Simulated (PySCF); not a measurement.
Highest harmonic wavenumber (cm⁻¹) of eight silicon and germanium compounds: PBE-D3(BJ) beside PBE0-D3(BJ), computed with PySCF for isolated molecules in the bases named; differences from unrounded values. The eight are the first of their class met in an unordered collection, after screening for sound electronic states; none was chosen by its value. Each level has its own optimised geometry.

| molecule | basis | PBE0-D3(BJ) | PBE-D3(BJ) | difference |
|---|---|---|---|---|
| CH₅ClFNSi, SMILES F[Si@H](Cl)CN | def2-SVP | 3630 | 3490 | -140 |
| C3H7ClSi, SMILES Cl[SiH2]C1CC1 | def2-SVP | 3247 | 3154 | -92 |
| CH6ClFSi2, SMILES [SiH3]C[Si@@H](Cl)F | def2-SVP | 3137 | 3051 | -86 |
| CH8N2Si2, SMILES N[Si@H]1NC[SiH2]1 | def2-SVP | 3731 | 3599 | -133 |
| C₃H₈Si₂, SMILES C[Si@@H]([SiH3])C#C | def2-SVP | 3474 | 3390 | -84 |
| CH₁₂N₂Si₃, SMILES N[SiH](N)C[SiH2][SiH3] | def2-SVP | 3726 | 3596 | -131 |
| C₄H₁₀OSi, SMILES C=C[C@H]([SiH3])CO | def2-SVP | 3882 | 3699 | -184 |
| Si(CCH)2(Cl)2 (C4H2Cl2Si), SMILES C([Si](Cl)(C#C)Cl)#C | def2-SVP | 3473 | 3389 | -84 |

PBE-D3(BJ) lies below PBE0-D3(BJ) in 8 and above it in 0 of the eight; the mean signed difference is -117 and the largest -184 cm⁻¹.
